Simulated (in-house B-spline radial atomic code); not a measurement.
The numbers below are computed, except where a source is named.
# Correlation energy from the adiabatic connection: −Z/r, Z = 2.95

Two electrons in a singlet, external potential −Z/r, Z = 2.95 (atomic units). Full CI in B-splines (partial waves to l = 8, correlation up to 0.6 % small) with the density held fixed gives W(λ) = <V_ee>_λ − U, and E_c is the integral of W(λ) − W(0) from 0 to 1.

| λ | W(λ) − W(0) (hartree) |
| --- | --- |
| 0 | 0.00000 |
| 0.02 | -0.00189 |
| 0.05 | -0.00471 |
| 0.12 | -0.01118 |
| 0.25 | -0.02288 |
| 0.4 | -0.03587 |
| 0.6 | -0.05239 |
| 0.8 | -0.06806 |
| 1 | -0.08294 |

Integrate the table by the trapezoid rule.

The strips give -0.00002, -0.00010, -0.00056, -0.00221, -0.00441, -0.00883, -0.01205, -0.01510, which sum to -0.04327 hartree. The direct value, W(1) − W(0) + T_c with T_c = 0.03962, is -0.04332; the curve is convex, so chords lie above it and the trapezoids fall short in size by 0.12 %.

Now use only three numbers: W(0) = -1.6197, the initial slope W'(0) = -0.09481 (extrapolated from the first points) and the strong-coupling limit of the point-charge-plus-continuum model, W∞ = -2.3053. What do second-order theory and the interpolation W(λ) = W∞ + (W(0) − W∞)/√(1 + 2χλ) of Seidl, Perdew and Levy give?

Second order keeps the slope alone: E_c = W'(0)/2 = -0.04741, +9 % in size against -0.04332. Matching the slope fixes χ = W'(0)/(W∞ − W(0)) = -0.09481/(-0.68560) = 0.13829. Integrating, with s = √(1 + 2χ) = 1.129856, E_c = −(W(0) − W∞)(s − 1)/(s + 1) = −0.68560 × 0.129856/2.129856 = -0.04180 hartree, -3.5 % in size against the full result. At λ = 1 the formula gives W − W(0) = -0.07880 against -0.08294. Part of the miss can come from the model's W∞.
